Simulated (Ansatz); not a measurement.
A nudged elastic band was laid between two geometries of CH4 + ClHZn (8 atoms, charge 0, multiplicity 1).

Computed with Ansatz 0.2.0, UKS PBE0/def2-SVP.

```yaml
movable_images: 9
climbing_image: yes
spring: 5.0 eV/Å²
optimiser: quadratic models (default)
start_path: through a guess of the saddle point
force_threshold: 0.03 eV/Å
iteration_limit: 60
end_points: relaxed
```

Image 0:

```xyz
8
Properties=species:S:1:pos:R:3
Zn -0.970 -1.533 -0.966
H -0.061 -2.648 -0.451
Cl -2.304 -0.084 -1.750
H 0.789 -0.208 0.903
C 0.665 0.851 0.631
H -0.244 0.996 0.028
H 1.541 1.179 0.055
H 0.585 1.446 1.550
```

Image 10:

```xyz
8
Properties=species:S:1:pos:R:3
Zn -0.482 0.240 -0.788
H -0.430 -2.748 0.085
Cl -1.553 -1.101 -2.040
H -0.068 -3.019 0.700
C 0.487 1.471 0.340
H 0.074 1.471 1.360
H 0.423 2.496 -0.057
H 1.549 1.190 0.399
```

(1) What changes between the two ends?

(2) Give the energies along the band, and the barrier.

(3) What is the geometry of the highest image?

Answers

(1) Bonds broken: Zn1–H2, H4–C5. Bonds formed: Zn1–C5, H2–H4. CH4 + ClHZn becomes CH3ClZn + H2.

(2) The forces met the threshold. The highest image is number 5 of 0 to 10, 2.30 eV above the first end and 1.86 eV above the last; the last end lies 0.44 eV above the first. Neighbouring images differ by up to 1.8 eV, so the band resolves the path poorly. A vibrational analysis at the climbing image gives one clearly imaginary mode, 1592i cm⁻¹: a first-order saddle point. The orbitals stay closed-shell, which can raise the energy where a bond breaks towards radicals; this wasn't checked here.

```csv
image,path coordinate (Å),energy (eV),Zn1–H2 (Å),H4–C5 (Å),Zn1–C5 (Å)
0,0.00,0.00,1.53,1.10,3.30
1,0.78,0.00,1.53,1.10,3.19
2,1.56,0.01,1.53,1.10,3.17
3,2.33,0.06,1.53,1.10,3.13
4,3.11,0.53,1.56,1.12,2.66
5,3.89,2.30,1.76,1.52,2.14
6,4.77,0.81,2.36,2.26,1.95
7,5.65,0.48,2.73,3.02,1.93
8,6.54,0.44,2.84,3.87,1.93
9,7.42,0.44,3.05,4.39,1.93
10,8.30,0.44,3.11,4.54,1.93
```

(3) 
```xyz
8
Properties=species:S:1:pos:R:3:forces:R:3
Zn -0.636 -0.656 -0.769 -0.01 0.00 -0.01
H 0.350 -1.849 0.079 0.00 0.00 0.00
Cl -2.098 -0.621 -2.295 0.00 0.00 0.00
H 0.486 -0.786 0.387 0.00 0.00 0.01
C 0.377 0.729 0.509 0.01 0.02 0.00
H -0.461 1.239 1.014 0.00 -0.01 0.00
H 0.847 1.419 -0.212 0.00 -0.01 0.01
H 1.134 0.525 1.287 0.00 0.00 0.00
```

The run took 2.9 min on 2 threads of AMD EPYC 9R45 96-Core Processor (Zen 5), with other jobs on the host, peak memory 0.3 GiB.
